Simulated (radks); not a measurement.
Spherical quantum dot in the effective-mass picture: electrons in a hard-walled sphere of radius 7.26, with a point charge +1 (a donor) at the centre, all in effective atomic units (hartree* = m*/eps^2 hartree, bohr* = eps/m* bohr), one dielectric constant everywhere. Calculated with a radial shooting solver with Libxc functionals: non-relativistic Kohn-Sham, LDA (Slater exchange, Perdew-Wang correlation), spin-polarised, spherical densities. Levels are named by radial order and angular momentum (1s, 1p, 1d, 2s, ...), and open shells are averaged over m. Results are scaled to m* = 0.272 and eps = 8, for which hartree* = 115.6 meV and bohr* = 1.556 nm.

N = 22, configuration 1s2 1p6 1d10 2s(up 1, down 0) 1f(up 3, down 0). This is the lowest configuration that the search found. Occupied and some empty levels:

level,occupation,eigenvalue (meV),<r> (nm)
1s up,1,411.23,7.853
1s down,1,413.61,8.090
1p up,3,416.52,8.339
1p down,3,418.54,8.335
1d up,5,425.26,8.501
1d down,5,427.29,8.494
2s up,1,430.59,3.036
1f up,3,437.61,8.643
1f down,0,439.66,8.638
2s down,0,445.15,3.435
1g up,0,453.35,8.771
1g down,0,455.43,8.768
2p up,0,473.65,5.542
2p down,0,476.97,5.722
2d up,0,497.65,6.386
2d down,0,499.63,6.436

Energy (meV): total 4656.75, kinetic 974.69, external -572.74, Hartree 4864.4, exchange-correlation -609.62.

Electron density:

r (nm),n(r) (e/nm^3)
0.335,0.05150
0.897,0.02494
1.46,0.01225
2.02,0.006166
2.58,0.003232
3.14,0.001844
3.71,0.001252
4.27,0.001117
4.83,0.001299
5.39,0.001756
5.95,0.002488
6.51,0.003485
7.08,0.004676
7.64,0.005874
8.20,0.006744
8.76,0.006846
9.32,0.005853
9.88,0.003870
10.4,0.001641
11.0,0.0002008
